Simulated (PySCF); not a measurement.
## How methods differ on the ionisation energy of Tl⁺

Tl⁺ [Xe] 4f14 5d10 6s2 (1S) → Tl²⁺ [Xe] 4f14 5d10 6s1 (2S), as a difference of total energies. Calculation: PySCF 2.14, in x2c-QZVPPall (16s10p9d6f1g, 142 functions); the spin-free X2C one-electron Hamiltonian (Gaussian nucleus). Correlated levels: valence: [Xe] 4f14 5d10 frozen; valence and next inner shell: [Kr] 4d10 4f14 frozen. The calculations carry no spin-orbit coupling.

```
                                method  ionisation energy (eV)  error (eV)
                                   UHF                  18.352      -2.076
                                   LDA                  20.956      +0.528
                                   PBE                  20.515      +0.087
                                  PBE0                  20.183      -0.245
                                r2SCAN                  20.360      -0.068
                         MP2 (valence)                  18.926      -1.502
                     SCS-MP2 (valence)                  19.040      -1.388
    MP2 (valence and next inner shell)                  20.531      +0.103
SCS-MP2 (valence and next inner shell)                  20.396      -0.032
```

Reference: 20.428 eV (measured; NIST Atomic Spectra Database, ionization energies).
